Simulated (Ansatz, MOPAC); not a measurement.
System: BNH₅, charge 0, multiplicity 2. SMILES: [BH2-][NH3+]

Atoms: B1, N2, H3, H4, H5, H6, H7. Bonds: B1-N2, B1-H3, B1-H4, N2-H5, N2-H6, N2-H7.

Bond lengths (Å) and angles (degrees) optimised at MNDO with MOPAC; HF/6-31G* with Ansatz (a quantum-chemistry and plane-wave program); MP2/6-31G* with Ansatz, each started from the B3LYP-D3(BJ)/def2-TZVP structure (Ansatz) of the last column. A row stands for all coordinates that are equal there; 9 of 10 kinds are shown. 6-31G* holds six Cartesian d functions. No wavenumbers were computed at MNDO, MP2/6-31G*, so these may be saddle points.

| coordinate | MNDO | HF/6-31G* | MP2/6-31G* | B3LYP-D3(BJ)/def2-TZVP |
|---|---|---|---|---|
| B1-N2 | 1.560 | 1.664 | 1.640 | 1.617 |
| B1-H3 | 1.174 | 1.201 | 1.200 | 1.195 |
| N2-H5 | 1.016 | 1.004 | 1.020 | 1.016 |
| N2-H6 | 1.022 | 1.007 | 1.024 | 1.026 |
| N2-B1-H3 | 111.4 | 107.5 | 108.4 | 110.5 |
| B1-N2-H5 | 109.6 | 110.5 | 110.4 | 110.1 |
| B1-N2-H6 | 116.2 | 112.3 | 113.2 | 114.5 |
| H3-B1-H4 | 114.7 | 120.5 | 121.6 | 124.2 |
| H5-N2-H6 | 106.9 | 107.7 | 107.4 | 107.2 |

Mean signed difference of all 6 bond lengths from B3LYP-D3(BJ)/def2-TZVP: MNDO -0.017 Å, HF/6-31G* 0.003 Å, MP2/6-31G* 0.007 Å.
